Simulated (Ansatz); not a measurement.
Total energies of In(NH2Me)H3 (CH₈InN) from Ansatz at r2SCAN-D4/def2-TZVP, gas phase (1 Eh = 27.2114 eV = 2625.5 kJ/mol). The reference geometry is relaxed at PBE0-D4/def2-SVP.

```
                 state   geometry  energy (Eh)
      charge 0 singlet  reference   -287.82720
      charge 1 doublet  reference   -287.48435
free In atom (doublet)          –   -190.18147
 free N atom (quartet)          –    -54.58101
 free C atom (triplet)          –    -37.83292
 free H atom (doublet)          –     -0.49993
```

In the def2 sets In takes a core potential; there is no spin–orbit coupling.

**Question.** Work out the vertical ionisation energy to the doublet.

**Answer.** E(charge 1 doublet) − E(charge 0 singlet) = -287.48435 − (-287.82720) = 0.34285 Eh = 9.33 eV. For comparison, −ε of the highest occupied level is 6.39 eV at this level, 2.94 eV less.

**Question.** What is the binding energy per atom against free atoms?

**Answer.** Atoms: 1 × (-190.18147) + 1 × (-54.58101) + 1 × (-37.83292) + 8 × (-0.49993) = -286.59484 Eh. Binding: -286.59484 − (-287.82720) = 1.23236 Eh = 33.53 eV, or 3.05 eV for each of 11 atoms (no zero-point energy, no counterpoise term).
